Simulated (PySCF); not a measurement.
# F+ (fluorine, charge +1) across methods

[He] 2s2 2p4, high-spin 3P determinant. Computed with PySCF 2.14 in aug-cc-pwCVTZ (7s6p4d2f, 59 functions), with the non-relativistic Hamiltonian (point nucleus).

| method | E (hartree) | mean ε 2s β (eV) | mean ε 2p α (eV) | mean ε 2p β (eV) | Σ⟨r²⟩ (bohr²) | ⟨S²⟩ |
| --- | --- | --- | --- | --- | --- | --- |
| LDA | -98.4451 | -44.560 | -30.026 | -26.188 | 7.314 | 2.002 |
| UHF | -98.83114 | -54.299 | -40.710 | -35.640 | 7.128 | 2.005 |
| PBE0 | -99.0310 | -47.342 | -32.786 | -29.039 | 7.215 | 2.002 |
| CAM-B3LYP | -99.0917 | -49.033 | -34.307 | -30.664 | 7.264 | 2.002 |
| r2SCAN0 | -99.0782 | -47.584 | -33.476 | -29.453 | 7.166 | 2.004 |
| HSE06 | -99.0405 | -46.893 | -32.351 | -28.666 | 7.217 | 2.002 |
| r2SCAN | -99.0792 | -44.978 | -30.849 | -27.049 | 7.193 | 2.003 |
| PBE | -99.0174 | -44.528 | -29.897 | -26.464 | 7.275 | 2.002 |
| r2SCANh | -99.0788 | -46.019 | -31.899 | -28.010 | 7.182 | 2.003 |
